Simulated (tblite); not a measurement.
Isomers of C6H12ClFO. Computed values, GFN2-xTB/tblite, gas phase, harmonic and unscaled. The method is semi-empirical: single wavenumbers can be off by several per cent or more. One conformer each.

Electronic energies: GFN2-xTB at the same geometries; isomer energies are rough at this level and their order can be wrong.

| SMILES | electronic energy, lowest = 0 (kcal/mol) |
| --- | --- |
| CC(C)O[C@@H](C)[C@H](F)Cl | 0.0 |
| CC(C)O[C@@H](C)[C@@H](F)Cl | 0.0 |
| CC[C@](CF)(CCl)OC | 3.4 |
| CO[C@@](C)(CCl)[C@H](C)F | 1.5 |
| CO[C@@](C)(CCl)[C@@H](C)F | 0.6 |
| CO[C@@H](C)[C@@H](Cl)CCF | 1.6 |
| CCOC[C@@](C)(Cl)CF | 0.0 |

How do GFN2-xTB zero-point energies change the relative energies?

```
                    SMILES  ZPE (kcal/mol)  of it from modes above 1550 cm⁻¹  electronic (kcal/mol)  with ZPE, lowest = 0 (kcal/mol)  lowest mode (cm⁻¹)  rings
 CC(C)O[C@@H](C)[C@H](F)Cl           107.7                              51.7                    0.0                              0.0                  36      0
CC(C)O[C@@H](C)[C@@H](F)Cl           107.7                              51.7                    0.0                              0.0                  39      0
        CCOC[C@@](C)(Cl)CF           107.9                              51.2                    0.0                              0.3                  29      0
 CO[C@@](C)(CCl)[C@@H](C)F           107.8                              51.7                    0.6                              0.7                  61      0
  CO[C@@](C)(CCl)[C@H](C)F           107.7                              51.7                    1.5                              1.6                  79      0
  CO[C@@H](C)[C@@H](Cl)CCF           107.9                              51.0                    1.6                              1.8                  46      0
         CC[C@](CF)(CCl)OC           108.1                              51.4                    3.4                              3.9                  58      0
```

The zero-point energies span 0.4 kcal/mol, from `CC(C)O[C@@H](C)[C@H](F)Cl` to `CC[C@](CF)(CCl)OC`. The order is unchanged, ties at the printed digit aside.

What do entropy and thermal enthalpy add at 298.15 K and 1 bar (rigid rotor, harmonic oscillator, one conformer each)?

```tsv
SMILES	point group	symmetry number	S (cal/(mol K))	H − H(0) (kcal/mol)	ZPE + H − H(0) − TS (kcal/mol)
CC(C)O[C@@H](C)[C@H](F)Cl	C1	1	107.9	7.85	83.4
CC(C)O[C@@H](C)[C@@H](F)Cl	C1	1	107.4	7.84	83.5
CCOC[C@@](C)(Cl)CF	C1	1	106.7	7.75	83.8
CO[C@@](C)(CCl)[C@@H](C)F	C1	1	103.5	7.66	84.6
CO[C@@](C)(CCl)[C@H](C)F	C1	1	103.3	7.70	84.6
CO[C@@H](C)[C@@H](Cl)CCF	C1	1	106.7	7.71	83.8
CC[C@](CF)(CCl)OC	C1	1	104.0	7.62	84.8
```
